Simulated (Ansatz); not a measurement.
## OSeSi: where a starting geometry ends

The starting geometry of this gas-phase triplet was optimised with GFN2-xTB as a singlet.

```tsv
atom	x (Å)	y (Å)	z (Å)
O	-0.1957	-2.0128	0.5771
Se	1.1998	-1.6123	1.9639
Si	1.1251	-2.4062	-0.2117
```

Task: Predict what it relaxes into with PBE0-D3(BJ)/pcseg-1.

Result: A bond breaks, giving a structure given below by its coordinates. Contacts that open: O1–Se2 (2.01 → 2.58 Å).

The energy falls by 0.91 eV over 7 steps:

```json
{"step": "1", "E − E(last) (eV)": "0.910"}
{"step": "2", "E − E(last) (eV)": "0.265"}
{"step": "3", "E − E(last) (eV)": "0.041"}
{"step": "4", "E − E(last) (eV)": "0.011"}
{"step": "5", "E − E(last) (eV)": "0.000"}
{"step": "6", "E − E(last) (eV)": "0.000"}
{"step": "7", "E − E(last) (eV)": "0.000"}
```

Final geometry (Å):

```xyz
3

O    -0.3691   -2.0818    0.3522
Se    1.4080   -1.5590    2.1533
Si    1.0903   -2.3905   -0.1763
```

Frequencies at the end show an imaginary mode, so it is a saddle point. Open shells are spin-unrestricted. The triplet needn't be the ground state. Run with Ansatz 0.2.0, 22 s on 1 thread of Intel(R) Xeon(R) 6975P-C (Granite Rapids) (shared host).
